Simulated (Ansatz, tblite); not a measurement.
Removing and adding an electron: ZnBr₂. Charge 0, multiplicity 1. Geometry: PBE0-D4/def2-TZVP. Ansatz, gas phase; energy differences of separate SCF runs; the oxidised species was run as a doublet alone; the reduced species was run as a doublet alone.

```
atom   x (Å)   y (Å)   z (Å)
 Zn1   0.002  -0.003   0.000
 Br2  -1.754  -1.143   0.751
 Br3   1.753   1.145  -0.752
```

The xTB rows come from tblite. HOMO above LUMO, or a gap near zero within one spin, warns that the state may not be the lowest or that an electron is smeared out.

```
               level  −HOMO (eV)  vertical IE (eV)  −LUMO (eV)  vertical EA (eV)  HOMO–LUMO gap (eV)  IE − EA (eV)                                     remarks
            GFN1-xTB       11.30             15.29        6.43              3.22                4.87         12.07                                           –
            GFN2-xTB       12.26             15.56        6.71              3.24                5.55         12.32                                           –
    PBE-D4/def2-TZVP        7.31             10.20        2.67                 –                4.65             –  gap within one spin near zero (+1 doublet)
   PBE-D4/def2-TZVPD        7.35                 –        2.71              0.30                4.64             –                HOMO above zero (-1 doublet)
 r2SCAN-D4/def2-TZVP        7.64             10.44        2.39                 –                5.25             –                                           –
r2SCAN-D4/def2-TZVPD        7.66                 –        2.42              0.19                5.24             –                HOMO above zero (-1 doublet)
   PBE0-D4/def2-TZVP        8.58             10.61        1.78                 –                6.80             –                                           –
  PBE0-D4/def2-TZVPD        8.61                 –        1.82              0.17                6.79             –                HOMO above zero (-1 doublet)
```

   A HOMO above zero means that the electron is unbound at that level or that self-interaction error raises the level; the energy of removing that electron tells which. Raw xTB energy differences between charge states are shifted by several eV; the methods need an empirical correction for them.
